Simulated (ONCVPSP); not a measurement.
**Before and after: ONCV potential for lanthanum**

| Property | Result |
| --- | --- |
| Element | La (Z = 57) |
| Generator | ONCVPSP 4.0.1 |
| Type | optimised norm-conserving Vanderbilt (ONCV) |
| Functional | PBEsol |
| Relativity | scalar-relativistic |
| Frozen core | [Kr] 4d10 |
| Valence charge | 11 |
| Reference configuration | 5s2 5p6 5d1 6s1.5 6p0.5 |
| Partial waves | 5s+6s: rc 2.50 bohr, ncon 4, nbas 8, qcut 4.3 1/bohr, 2 projectors; 5p+6p: rc 2.50 bohr, ncon 3, nbas 7, qcut 4.8 1/bohr, 2 projectors; 5d: rc 4.00 bohr, ncon 3, nbas 8, qcut 3.6 1/bohr, 2 projectors, debl 2.3 Ha; f scattering state at 0.04 Ha: rc 4.25 bohr, ncon 4, nbas 7, qcut 2.7 1/bohr, 1 projector |
| Local potential | polynomial inside 1.60 bohr (lpopt 5, dvloc0 1 Ha) |
| Core correction | Teter function, fcfact 2.5, rcfact 1.65 |

In the f channel the program set the typed energies aside and used -0.182 Ha.

Change: d: qcut 4.2.

Cutoffs: the cutoffs (Ha) at which the residual kinetic energy of the hardest occupied pseudo-wave falls to 1 and 0.1 mHa per electron; they do not see the model core or the augmentation charge, which bear on the density cutoff. Errors are all-electron minus pseudo energies relative to the spin-unpolarised reference configuration.

How do hardness, ghosts and transferability respond?

The potential gets neither clearly harder nor softer (6.8 Ha and 8.7 Ha → 6.8 Ha and 8.7 Ha); of the 4 tests that both files solve, the error grows in 0 and shrinks in 2 by more than 15 % and 0.3 meV (median size 6.5 → 2.9 meV); neither file shows a bound ghost.

| quantity | base | changed |
| --- | --- | --- |
| cutoff, loose | 6.8 Ha | 6.8 Ha |
| cutoff, tight | 8.7 Ha | 8.7 Ha |
| loose cutoff by channel | s 6.8 Ha, p 4.9 Ha, d 4.3 Ha | s 6.8 Ha, p 4.9 Ha, d 5.0 Ha |
| bound ghosts | none | none |
| GHOST(+) flags under 300 eV | s at 45.6 eV | s at 45.6 eV, d at 73.1 eV |
| error for 5s2 5p6 5d1 6s2 6p0, meV [ΔE -1.19 eV] | -0.2 | -0.2 |
| error for 5s2 5p6 5d1 6s1 6p0, meV [ΔE 4.81 eV] | -1.2 | -1.3 |
| error for 5s2 5p6 5d1 6s0 6p0, meV [ΔE 15.65 eV] | -14 | -10 |
| error for 5s2 5p6 5d2 6s0 6p0, meV [ΔE 4.86 eV] | +12 | -4.5 |
| s: phases at 2.54 bohr within 0.05 rad from the reference energy up to (Ha; the scan ends near 5) | 1.5 | 1.5 |
| p: phases at 2.54 bohr within 0.05 rad from the reference energy up to (Ha; the scan ends near 5) | 3.3 | 3.3 |
| d: phases at 4.07 bohr within 0.05 rad from the reference energy up to (Ha; the scan ends near 5) | 0.3 | 0.4 |
| f: phases at 4.32 bohr within 0.05 rad from the reference energy up to (Ha; the scan ends near 5) | -0.1 | -0.1 |
| rms error of d²Exc/dni dnj with the model core, mHa | 1.16 | 1.10 |
